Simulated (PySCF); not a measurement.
Te(NH2)(GeH3) (GeH5NTe), SMILES N[Te][GeH3]. Coordinates come from a PBE0-D3(BJ)/def2-SVP optimisation. This is a generated structure with no PubChem entry under its InChIKey; it may be hypothetical. The def2 effective core potentials stand for the cores of Te; spin–orbit coupling is left out. One conformer was computed; it need not be the lowest.

The numbers are results of PBE0-D3(BJ)/def2-SVP run with PySCF, not measurements.

Harmonic wavenumbers (cm⁻¹): 106, 114, 240, 247, 494, 508, 537, 782, 802, 868, 882, 965, 1546, 2146, 2163, 2163, 3530, 3637. Rotational constants (GHz): 7.151, 1.481, 1.254; symmetry number 1.

Q: Work out the zero-point energy and the ideal-gas rigid-rotor harmonic-oscillator thermochemistry at 298.15 K and 1 atm.

A: ZPE = ½ Σ hcν = ½ × 21728 cm⁻¹ = 31.06 kcal/mol. H − E(el) = 35.56 kcal/mol. Entropy in cal/(mol K): translation 42.06, rotation 27.58, vibration 12.84, total 82.49. G − E(el) = 10.97 kcal/mol. Cp = 21.94 cal/(mol K). Modes under 150 cm⁻¹ make the vibrational entropy uncertain.
